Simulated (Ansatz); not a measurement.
Molecule: CH7Cl2NSi2, net charge 0, singlet state. 
Structure (B3LYP-D3(BJ)/def2-TZVP (Ansatz, a quantum-chemistry and plane-wave program) minimum search):
```
Si
N 1 1.7074
H 2 1.0115 1 114.41
Si 2 1.7372 3 116.40 1 -168.37
H 4 1.4786 2 106.69 3 -178.92
H 4 1.4812 5 109.88 2 -119.70
H 4 1.4814 5 109.36 6 -118.60
C 1 1.8487 2 113.60 3 136.78
H 8 1.0902 1 110.45 2 179.57
H 8 1.0910 9 108.95 1 -120.98
H 8 1.0912 9 108.31 10 -118.12
Cl 1 2.0639 2 106.52 3 15.01
Cl 1 2.0722 2 111.12 3 -101.78
```

Property: atomisation energy (electronic, to ground-state atoms), in eV. Valence correlation only, unless marked. Open shells are spin-unrestricted. No spin-orbit coupling. Non-relativistic. The coupled-cluster limit lacks core correlation, which all-electron functionals hold. CBS(X,Y): correlation extrapolated as X^-3; Hartree-Fock from the larger set. The bracket is a focal-point correction in the basis named.

```csv
level,program,atomisation energy (eV),minus last row
SVWN5/def2-TZVPD,Ansatz,52.77,5.50
revPBE-D4/def2-TZVPD,Ansatz + dftd4,46.39,-0.88
r2SCAN-D3(BJ)/def2-TZVPD,Ansatz + dftd3,47.11,-0.16
r2SCAN-D4/def2-TZVPD,Ansatz + dftd4,47.09,-0.18
PBE0/def2-SVP,Ansatz,46.25,-1.02
r2SCAN0-D4/def2-TZVPD,Ansatz + dftd4,46.62,-0.65
CAM-B3LYP/def2-TZVPD,Ansatz,46.72,-0.55
LC-wPBE/def2-TZVPD,Ansatz,46.58,-0.69
MP2/cc-pV(D+d)Z,Ansatz,43.35,-3.92
MP2/cc-pV(T+d)Z,Ansatz,46.35,-0.92
"MP2/CBS(cc-pV(T+d)Z,cc-pV(Q+d)Z)",Ansatz,47.89,0.62
RI-MP2/aug-cc-pV(T+d)Z,Ansatz,46.70,-0.57
RI-MP2/aug-cc-pV(Q+d)Z,Ansatz,47.44,0.17
"RI-MP2/CBS(aug-cc-pV(T+d)Z,aug-cc-pV(Q+d)Z)",Ansatz,47.91,0.64
"RI-MP2/CBS(cc-pV(T+d)Z,cc-pV(Q+d)Z)",Ansatz,47.88,0.61
SCS-MP2/cc-pV(Q+d)Z,Ansatz,47.31,0.04
CCSD/cc-pV(T+d)Z,Ansatz,45.06,-2.21
"CCSD/CBS(cc-pV(T+d)Z,cc-pV(Q+d)Z)",Ansatz,46.54,-0.73
CCSD(T) with core electrons (1s frozen past Ne)/cc-pwCVTZ,Ansatz,45.89,-1.38
"RI-MP2/CBS(cc-pV(T+d)Z,cc-pV(Q+d)Z)+[CCSD(T)-MP2]/cc-pV(T+d)Z",Ansatz,47.22,-0.05
"CCSD(T)/CBS(cc-pV(T+d)Z,cc-pV(Q+d)Z)",Ansatz,47.27,0.00
```
